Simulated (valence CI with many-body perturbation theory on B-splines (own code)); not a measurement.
Pb77+: electric-dipole lines

Level of theory: valence CI with perturbative core correlation (CI+MBPT): three valence electrons over a frozen Dirac-Fock core [He], radial functions for each j: 11 s, 11 p, 9 d, 7 f, 5 g, 2 h, 1 i, with the one-electron correlation potential Σ1, the two-electron term Σ2, the three-electron term Σ3, Breit, model QED; selected CI, second order for the rest (own B-spline code, finite nucleus).

No measured spectrum was set against this ion. As an estimate, large intervals hold to a few tenths of a per cent, small ones and those within an open d or f shell to about a per cent.

Lines 201 to 250 of 296 in falling wavelength, among levels below 17626 eV, chosen from the strongest by gf and those to the six lowest levels. Wavelengths and rates use the calculated energies. Electric multipoles are in the length gauge, E1 and E2 with the static RPA response of the core. Weak lines are less certain than strong ones. Lines between different terms over intervals too small for the method are left out, as are lines whose strength nearly cancels. The highest levels of a list are the least certain.

Levels are named by their leading jj configuration (3d3/2^4 stands for four electrons in 3d with j = 3/2), which in mixed levels can hold well under half, so a name can repeat and another be missing. Letters in brackets count levels of one name in rising energy.

| λ vac (nm) | Upper | Lower | A (s⁻¹) | S (a.u.) |
| --- | --- | --- | --- | --- |
| 0.09210 | (2s 2p1/2 3s) J=1/2 [a] | (2s 2p1/2^2) J=1/2 | 4.94e+13 | 3.81e-05 |
| 0.09206 | (2s 2p3/2 3s) J=3/2 [a] | (2s 2p1/2 2p3/2) J=1/2 | 7.81e+12 | 1.20e-05 |
| 0.09189 | (2s 2p1/2 3s) J=3/2 | (2s 2p1/2^2) J=1/2 | 9.61e+13 | 1.47e-04 |
| 0.09169 | (2s 2p3/2 3s) J=5/2 | (2s 2p1/2 2p3/2) J=5/2 | 6.96e+13 | 1.59e-04 |
| 0.09164 | (2s 2p1/2 3s) J=1/2 [b] | (2s 2p1/2^2) J=1/2 | 2.26e+13 | 1.72e-05 |
| 0.09151 | (2s 2p3/2 3s) J=1/2 | (2s 2p1/2 2p3/2) J=1/2 | 1.79e+13 | 1.36e-05 |
| 0.09147 | (2s 2p3/2 3s) J=3/2 [a] | (2s 2p1/2 2p3/2) J=5/2 | 6.89e+13 | 1.04e-04 |
| 0.09145 | (2s 2p3/2 3s) J=3/2 [b] | (2s 2p1/2 2p3/2) J=1/2 | 3.73e+13 | 5.64e-05 |
| 0.09140 | (2s 2p3/2 3s) J=5/2 | (2s 2p1/2 2p3/2) J=3/2 [a] | 5.98e+13 | 1.35e-04 |
| 0.09137 | (2s^2 3s) J=1/2 | (2s^2 2p1/2) J=1/2 | 1.02e+14 | 7.69e-05 |
| 0.09119 | (2s 2p3/2 3s) J=3/2 [a] | (2s 2p1/2 2p3/2) J=3/2 [a] | 1.81e+13 | 2.70e-05 |
| 0.08947 | (2p1/2 2p3/2 3p1/2) J=1/2 | (2s 2p1/2 2p3/2) J=1/2 | 1.34e+14 | 9.46e-05 |
| 0.08943 | (2p1/2 2p3/2 3p1/2) J=3/2 [a] | (2s 2p1/2 2p3/2) J=1/2 | 3.85e+14 | 5.44e-04 |
| 0.08936 | (2p1/2 2p3/2 3p1/2) J=5/2 | (2s 2p1/2 2p3/2) J=3/2 [b] | 5.72e+14 | 1.21e-03 |
| 0.08934 | (2s 2p1/2 3p1/2) J=1/2 [a] | (2s^2 2p1/2) J=1/2 | 3.21e+14 | 2.26e-04 |
| 0.08914 | (2s 2p1/2 3p1/2) J=3/2 | (2s^2 2p1/2) J=1/2 | 8.05e+14 | 1.13e-03 |
| 0.08912 | (2s 2p3/2 3p1/2) J=3/2 [a] | (2s^2 2p3/2) J=3/2 | 2.83e+14 | 3.96e-04 |
| 0.08911 | (2s 2p3/2 3p1/2) J=5/2 | (2s^2 2p3/2) J=3/2 | 7.34e+14 | 1.54e-03 |
| 0.08900 | (2p1/2^2 3p1/2) J=1/2 | (2s 2p1/2^2) J=1/2 | 1.32e+15 | 9.19e-04 |
| 0.08898 | (2p1/2 2p3/2 3p1/2) J=3/2 [b] | (2s 2p1/2 2p3/2) J=1/2 | 1.30e+14 | 1.81e-04 |
| 0.08888 | (2p1/2 2p3/2 3p1/2) J=3/2 [a] | (2s 2p1/2 2p3/2) J=5/2 | 2.55e+14 | 3.53e-04 |
| 0.08880 | (2p1/2 2p3/2 3p1/2) J=5/2 | (2s 2p1/2 2p3/2) J=5/2 | 5.64e+14 | 1.17e-03 |
| 0.08879 | (2s 2p1/2 3p1/2) J=1/2 [b] | (2s^2 2p1/2) J=1/2 | 4.34e+14 | 3.00e-04 |
| 0.08864 | (2p1/2 2p3/2 3p1/2) J=1/2 | (2s 2p1/2 2p3/2) J=3/2 [a] | 9.73e+14 | 6.69e-04 |
| 0.08861 | (2p1/2 2p3/2 3p1/2) J=3/2 [a] | (2s 2p1/2 2p3/2) J=3/2 [a] | 5.92e+14 | 8.13e-04 |
| 0.08853 | (2p1/2 2p3/2 3p1/2) J=5/2 | (2s 2p1/2 2p3/2) J=3/2 [a] | 9.45e+13 | 1.94e-04 |
| 0.08847 | (2s 2p3/2 3p1/2) J=1/2 | (2s^2 2p3/2) J=3/2 | 7.22e+14 | 4.93e-04 |
| 0.08846 | (2s 2p3/2 3p1/2) J=3/2 [b] | (2s^2 2p3/2) J=3/2 | 4.61e+14 | 6.30e-04 |
| 0.08843 | (2p1/2 2p3/2 3p1/2) J=3/2 [b] | (2s 2p1/2 2p3/2) J=5/2 | 6.65e+14 | 9.07e-04 |
| 0.08829 | (2s^2 3p3/2) J=3/2 | (2s 2p1/2^2) J=1/2 | 1.07e+13 | 1.45e-05 |
| 0.08817 | (2p1/2 2p3/2 3p1/2) J=3/2 [b] | (2s 2p1/2 2p3/2) J=3/2 [a] | 5.49e+13 | 7.43e-05 |
| 0.08757 | (2p1/2 2p3/2 3s) J=5/2 | (2s^2 2p3/2) J=3/2 | 1.58e+12 | 3.14e-06 |
| 0.08747 | (2p1/2^2 3s) J=1/2 | (2s^2 2p1/2) J=1/2 | 4.89e+12 | 3.23e-06 |
| 0.08678 | (2p1/2 2p3/2 3d3/2) J=3/2 [a] | (2p1/2^2 2p3/2) J=3/2 | 4.17e+14 | 5.39e-04 |
| 0.08664 | (2s 2p3/2 3d3/2) J=3/2 [a] | (2s 2p1/2 2p3/2) J=1/2 | 5.95e+12 | 7.63e-06 |
| 0.08662 | (2s 2p1/2 3d3/2) J=3/2 [a] | (2s 2p1/2^2) J=1/2 | 3.26e+14 | 4.18e-04 |
| 0.08657 | (2p1/2 2p3/2 3d3/2) J=5/2 [b] | (2p1/2^2 2p3/2) J=3/2 | 3.01e+15 | 5.78e-03 |
| 0.08653 | (2p1/2 2p3/2 3d3/2) J=3/2 [b] | (2p1/2^2 2p3/2) J=3/2 | 2.71e+15 | 3.46e-03 |
| 0.08646 | (2p1/2 2p3/2 3d3/2) J=1/2 [b] | (2p1/2^2 2p3/2) J=3/2 | 3.05e+15 | 1.95e-03 |
| 0.08630 | (2s 2p1/2 3d3/2) J=3/2 [b] | (2s 2p1/2^2) J=1/2 | 2.89e+15 | 3.67e-03 |
| 0.08627 | (2s 2p1/2 3d3/2) J=1/2 | (2s 2p1/2^2) J=1/2 | 3.02e+15 | 1.92e-03 |
| 0.08616 | (2s 2p3/2 3d3/2) J=5/2 [a] | (2s 2p1/2 2p3/2) J=5/2 | 1.26e+15 | 2.39e-03 |
| 0.08612 | (2s 2p3/2 3d3/2) J=3/2 [a] | (2s 2p1/2 2p3/2) J=5/2 | 4.64e+14 | 5.85e-04 |
| 0.08611 | (2s 2p3/2 3d3/2) J=7/2 | (2s 2p1/2 2p3/2) J=5/2 | 2.42e+15 | 6.10e-03 |
| 0.08606 | (2s 2p3/2 3d3/2) J=3/2 [b] | (2s 2p1/2 2p3/2) J=3/2 [b] | 1.10e+15 | 1.38e-03 |
| 0.08605 | (2s 2p3/2 3d3/2) J=3/2 [b] | (2s 2p1/2 2p3/2) J=1/2 | 1.32e+15 | 1.66e-03 |
| 0.08603 | (2s 2p3/2 3d3/2) J=5/2 [b] | (2s 2p1/2 2p3/2) J=3/2 [b] | 2.35e+15 | 4.44e-03 |
| 0.08596 | (2s 2p3/2 3d3/2) J=1/2 [b] | (2s 2p1/2 2p3/2) J=1/2 | 2.18e+15 | 1.37e-03 |
| 0.08591 | (2s 2p3/2 3d3/2) J=5/2 [a] | (2s 2p1/2 2p3/2) J=3/2 [a] | 1.12e+15 | 2.10e-03 |
| 0.08589 | (2s^2 3d3/2) J=3/2 | (2s^2 2p1/2) J=1/2 | 2.42e+15 | 3.02e-03 |
